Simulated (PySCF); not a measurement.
## How exact exchange moves a shielding

Molecule: SMILES BSCC, C2H7BS.

Bonds (- single, = double, # triple, : aromatic): B1-S2 1.757 Å, S2-C3 1.833 Å, C3-C4 1.515 Å. B1 carries H5, H6; C3 carries H7, H8; C4 carries H9, H10, H11.

GIAO shieldings (ppm, equivalent atoms averaged) in PySCF on the PBE0-D3(BJ)/def2-SVP geometry, basis pcSseg-2, gas phase, non-relativistic:

| functional | exact exchange (%) | σ(B1) | σ(S2) | σ(C3) |
| --- | --- | --- | --- | --- |
| BLYP | 0 | 23.7 | 253.3 | 134.8 |
| BP86 | 0 | 26.8 | 273.8 | 140.2 |
| PBE | 0 | 25.6 | 273.5 | 140.2 |
| B3LYP | 20 | 27.1 | 289.5 | 141.7 |
| PBE0 | 25 | 30.1 | 319.1 | 148.1 |
| mPW1PW91 | 25 | 30.3 | 318.6 | 147.5 |
| HF | 100 | 46.6 | 424.3 | 162.3 |

(1) Fit each shielding as a line in the percentage of exact exchange.

(2) What does the line predict for BHandHLYP (50 %), and what does the run give?

Answers

(1) σ(B1) = 24.8 + 0.21 x (rms 1.2 ppm); σ(S2) = 269.0 + 1.58 x (rms 9.5 ppm); σ(C3) = 139.1 + 0.24 x (rms 2.4 ppm). The functionals also differ in their semilocal parts, which the line can't hold; Hartree–Fock has no correlation at all.

(2) σ(B1): 35.3 predicted, 33.2 computed; σ(S2): 348.0 predicted, 340.1 computed; σ(C3): 151.1 predicted, 150.2 computed ppm.
